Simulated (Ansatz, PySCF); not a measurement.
Gas-phase reaction in SMILES: CSB(C)C -> C[B]SC + [CH3] (CH3) (the B-C bond at the site shown breaks; other sites are not compared here)
Geometries: B3LYP-D3(BJ)/def2-TZVP minima from Ansatz (a first-principles code), one conformer each, not searched for the lowest. Frequencies are from Ansatz or PySCF.

Property: bond dissociation energy (0 K, with B3LYP-D3(BJ) harmonic zero-point energies), in kcal/mol. Cores are frozen in the correlated levels unless marked. UHF or UKS for open shells. No spin-orbit coupling. No relativistic terms. Basis-set limits of correlation are two-point, X^-3; Hartree-Fock from the larger set.

Level to compare with: CCSD(T)/CBS(cc-pV(T+d)Z,cc-pV(Q+d)Z) (Ansatz), 99.8 kcal/mol. It is a level with limits of its own, and the differences hold the functionals' basis error too.

Problem. Rank these functionals by how close they come to CCSD(T)/CBS(cc-pV(T+d)Z,cc-pV(Q+d)Z), closest first: revPBE/def2-TZVPD (Ansatz); B3LYP/def2-TZVPD (Ansatz); wB97X-V/def2-TZVPD (Ansatz).

Solution. wB97X-V/def2-TZVPD (range-separated hybrid with VV10, 101.2 kcal/mol, difference 1.4), B3LYP/def2-TZVPD (global hybrid, 92.0 kcal/mol, difference -7.8), revPBE/def2-TZVPD (GGA, 88.7 kcal/mol, difference -11.1)
